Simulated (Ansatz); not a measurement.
Calculated with Ansatz (gas phase, PBE0-D4/def2-TZVP geometries, no zero-point term in ΔE). CCSD(T)/CBS is the MP2 limit (def2-TZVPP, def2-QZVPP) plus CCSD(T) − MP2 in def2-TZVPP, frozen cores. This one scheme is used for every species, atoms too. Functionals use def2-TZVPP. B3LYP here is the variant with VWN-RPA as its local correlation; programs differ in this. Open shells (•) are unrestricted, without spin–orbit coupling. Spin–orbit coupling would lower the free atoms: a little for C, Cl, O, Si. Each species was taken in one conformer, which may not be the lowest.

Consider the atomization: `O[SiH2]/C(O)=C\Cl` → 2 C• + Cl• + 5 H• + 2 O• + Si•.

```json
{"level": "PBE0-D4", "ΔE (eV)": "43.15"}
{"level": "B3LYP-D4", "ΔE (eV)": "42.95"}
{"level": "ωB97M-V", "ΔE (eV)": "43.29"}
{"level": "B2PLYP", "ΔE (eV)": "42.54"}
{"level": "PBE", "ΔE (eV)": "44.00"}
{"level": "B3LYP", "ΔE (eV)": "42.49"}
{"level": "MP2/def2-TZVPP", "ΔE (eV)": "43.05"}
{"level": "CCSD(T)/def2-TZVPP", "ΔE (eV)": "41.86"}
```

Question: What does CCSD(T)/CBS give? (Estimate.)

Answer: Ansatz gave: +43.20 eV. The listed levels differ from it by -0.05, -0.25, 0.09, -0.66, 0.80, -0.71, -0.15, -1.34 eV.

Largest T1 diagnostic among the species: 0.012.

The D4 term adds +0.46 eV with B3LYP and +0.24 eV with PBE0; it sums over pairs of atoms, weighted by their polarisabilities, and B3LYP, whose exchange is more repulsive, gets the larger term. In def2-TZVPP, CCSD(T) changes the Hartree–Fock value by +11.84 eV (the triples alone add +0.84 eV) and MP2 by +13.02 eV; breaking electron pairs costs correlation energy, which Hartree–Fock lacks. From PBE to PBE0 (25 % exact exchange), in def2-TZVPP and without D4, ΔE moves by −1.08 eV: exact exchange takes away binding that semilocal exchange gives to molecules.

For atomizations the MP2-based limit and the directly extrapolated one differ by several kJ/mol either way, and by 10 to 25 for some Ge, Se and Sn compounds, so smaller differences from it don't rank the levels.
